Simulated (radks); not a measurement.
Results of a calculation; reference values are marked as such.
Ionisation of the germanium ion Ge3+, [Ar] 3d10 4s1, to [Ar] 3d10 as the strength of local exchange is varied. Code: a radial shooting solver on a logarithmic mesh with Libxc functionals. Model: scalar-relativistic Kohn-Sham, Slater X-alpha exchange (alpha = 2/3 is LDA exchange), no correlation, spin-polarised, spherical densities, finite nucleus; open shells are filled with parallel spins first; Fermi nuclear charge, rms radius 4.0742 fm.

alpha  E(Ge3+) (hartree)  exchange (hartree)  IE (eV)  -e of the level emptied (eV)  <r> of it (bohr)
0.561        -2079.49786           -61.02237   44.525                   39.013 (4s)             1.880
0.58         -2081.56749           -63.15136   44.778                   39.282 (4s)             1.875
0.592        -2082.87568           -64.49808   44.938                   39.452 (4s)             1.872
0.667        -2091.07029           -72.95169   45.942                   40.524 (4s)             1.851
0.713        -2096.11204           -78.16778   46.561                   41.188 (4s)             1.839
0.792        -2104.79855           -87.18114   47.632                   42.338 (4s)             1.818
0.982        -2125.83407          -109.14416   50.241                   45.160 (4s)             1.771

NIST Atomic Spectra Database: 45.716 eV (measured). The Delta-SCF value meets it near alpha = 0.65.
